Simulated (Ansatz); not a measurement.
A nudged elastic band was laid between two geometries of C₂H₈Sn (11 atoms, charge 0, multiplicity 1).

Level of theory: RKS BLYP/def2-SVP (Ansatz 0.2.0).

```json
{
 "movable images": "5",
 "climbing image": "yes",
 "spring": "5.0 eV/Å²",
 "optimiser": "fire",
 "start path": "through a guess of the saddle point",
 "force threshold": "0.05 eV/Å",
 "iteration limit": "60",
 "end points": "relaxed",
 "largest step": "0.5 Å"
}
```

Initial state:

```xyz
11
Properties=species:S:1:pos:R:3
Sn 0.215 -0.770 -0.256
H -0.721 -2.222 -0.015
H 1.672 -1.194 -1.116
C 0.742 0.091 1.698
C -0.951 0.662 -1.449
H 1.255 -0.670 2.317
H 1.415 0.958 1.559
H -0.175 0.425 2.221
H -1.824 1.013 -0.866
H -0.321 1.532 -1.715
H -1.307 0.175 -2.377
```

Final state:

```xyz
11
Properties=species:S:1:pos:R:3
Sn -0.975 -0.926 0.346
H 1.038 -2.374 -0.968
H 1.461 -1.745 -1.099
C 0.497 0.181 1.659
C -1.030 0.700 -1.225
H 1.011 -0.498 2.368
H 1.247 0.753 1.076
H -0.095 0.910 2.257
H -1.573 1.564 -0.782
H -0.012 1.050 -1.493
H -1.569 0.384 -2.140
```

**Question.** Which bonds break or form, and what moves?

**Answer.** Bonds broken: Sn1–H2, Sn1–H3. Bonds formed: H2–H3. C2H8Sn becomes C2H6Sn + H2.

**Question.** What energy profile does the band end with?

**Answer.** It converged. The highest image is number 2 of 0 to 6, 1.98 eV above the first end and 1.37 eV above the last; the last end lies 0.60 eV above the first. Neighbouring images differ by up to 1.5 eV, so the band resolves the path poorly. The order of the stationary point at the top wasn't checked. The orbitals stay closed-shell, which can raise the energy where a bond breaks towards radicals; this wasn't checked here.

```csv
image,path coordinate (Å),energy (eV),Sn1–H2 (Å),Sn1–H3 (Å),H2–H3 (Å)
0,0.00,0.00,1.74,1.74,2.83
1,0.89,0.46,1.72,1.74,2.36
2,1.79,1.98,1.76,1.98,1.41
3,2.24,1.09,1.97,2.17,0.90
4,2.69,0.65,2.37,2.51,0.78
5,3.14,0.61,2.60,2.71,0.77
6,3.59,0.60,2.81,2.95,0.77
```

**Question.** What is the geometry of the highest image?

**Answer.** 
```xyz
11
Properties=species:S:1:pos:R:3
Sn -0.486 -0.874 0.102
H 0.257 -2.328 -0.566
H 1.181 -1.303 -0.869
C 0.684 0.119 1.713
C -0.988 0.686 -1.402
H 1.279 -0.621 2.278
H 1.346 0.877 1.256
H -0.040 0.609 2.389
H -1.826 1.277 -0.988
H -0.109 1.336 -1.558
H -1.298 0.221 -2.356
```

The band took 45 iterations and of the order of 10 core-minutes.

The run took 5.3 min on 2 threads of Arm Neoverse V1 (shared host), peak memory 0.13 GiB.
